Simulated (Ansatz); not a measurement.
System: C3H8ClGe, charge -1, multiplicity 1. It need not be the lowest isomer of its formula. Whether it binds its extra electron was not tested at this geometry. 
Structure (B3LYP-D3(BJ)/def2-TZVP (Ansatz, an electronic-structure program) minimum search):
SMILES: [CH2-][Ge]([CH3])([CH3])[Cl]
```xyz
13

C     -0.8676     1.5937    -1.1901
Ge    -0.1495     0.1112    -0.3762
C      1.5863    -0.5070    -1.1062
C     -1.3653    -1.4451    -0.2107
Cl     0.5738     0.0761     1.9711
H     -1.8489     1.9083    -0.8361
H     -0.1915     2.4351    -1.3390
H      1.9930    -1.2989    -0.4778
H      1.4572    -0.8740    -2.1266
H      2.2921     0.3246    -1.1198
H     -1.6016    -1.8461    -1.1986
H     -2.2928    -1.1326     0.2713
H     -0.8990    -2.2180     0.3996
```
Charge -1, spin multiplicity 1.

Total electronic energies in hartree. Correlated levels leave the core frozen unless marked. Spin-orbit coupling is left out. The frozen core is the preceding noble-gas configuration, with the filled d and f shells of earlier blocks. No relativistic terms. Basis-set limits of correlation are two-point, X^-3; Hartree-Fock from the larger set.

```json
[
 {"level": "RI-HF/def2-TZVPPD", "program": "Ansatz", "energy (Eh)": "-2653.21860"},
 {"level": "PBE-D3(BJ)/def2-TZVPD", "program": "Ansatz + dftd3", "energy (Eh)": "[?]"},
 {"level": "r2SCAN-D3(BJ)/def2-TZVPD", "program": "Ansatz + dftd3", "energy (Eh)": "-2656.34754"},
 {"level": "PBE0/STO-3G", "program": "Ansatz", "energy (Eh)": "-2625.42476"},
 {"level": "r2SCAN0/def2-TZVPD", "program": "Ansatz", "energy (Eh)": "-2656.31057"},
 {"level": "CAM-B3LYP-D4/def2-TZVPD", "program": "Ansatz + dftd4", "energy (Eh)": "[?]"},
 {"level": "wB97X-V/def2-TZVPD", "program": "Ansatz", "energy (Eh)": "-2656.16489"},
 {"level": "SCS-MP2/def2-TZVPPD", "program": "Ansatz", "energy (Eh)": "-2654.08625"},
 {"level": "CCSD(T)/CBS(def2-TZVPPD,def2-QZVPPD)", "program": "Ansatz", "energy (Eh)": "-2654.3327"}
]
```

Task: Some entries are withheld; supply them.

Result: 
- PBE-D3(BJ)/def2-TZVPD, energy (Eh): -2655.79351
- CAM-B3LYP-D4/def2-TZVPD, energy (Eh): -2656.52997
